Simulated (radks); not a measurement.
The nuclear charge of the zinc ion Zn+ is varied continuously with 29 electrons held in [Ar] 3d10 4s1. All-electron calculation, Dirac Kohn-Sham, PBEsol, spin-unpolarised, spherical densities, finite nucleus; Fermi nuclear charge, rms radius 3.9283 fm. Program: a radial shooting solver on a logarithmic mesh with Libxc functionals. By the Hellmann-Feynman theorem dE/dZ = E(electron-nucleus)/Z, the electronic potential at the nucleus (averaged over a nucleus of fixed radius).

| Z | E (hartree) | E(electron-nucleus)/Z (hartree) | HOMO | e(HOMO) (eV) | <r> HOMO (bohr) |
|---|---|---|---|---|---|
| 29.6 | -1737.20870 | -141.412 | 4s1/2 | -9.881 | 2.565 |
| 29.8 | -1765.62115 | -142.712 | 4s1/2 | -11.878 | 2.473 |
| 30 | -1794.29351 | -144.011 | 4s1/2 | -13.984 | 2.390 |
| 30.2 | -1823.22544 | -145.308 | 4s1/2 | -16.196 | 2.315 |
| 30.4 | -1852.41667 | -146.604 | 4s1/2 | -18.509 | 2.246 |
| 30.6 | -1881.86696 | -147.899 | 4s1/2 | -20.921 | 2.183 |
| 30.8 | -1911.57612 | -149.193 | 4s1/2 | -23.429 | 2.125 |
| 31 | -1941.54401 | -150.486 | 4s1/2 | -26.030 | 2.070 |

The central difference of E at Z = 30 is -144.011 hartree, to compare with the third column; the second derivative is -6.49 hartree.
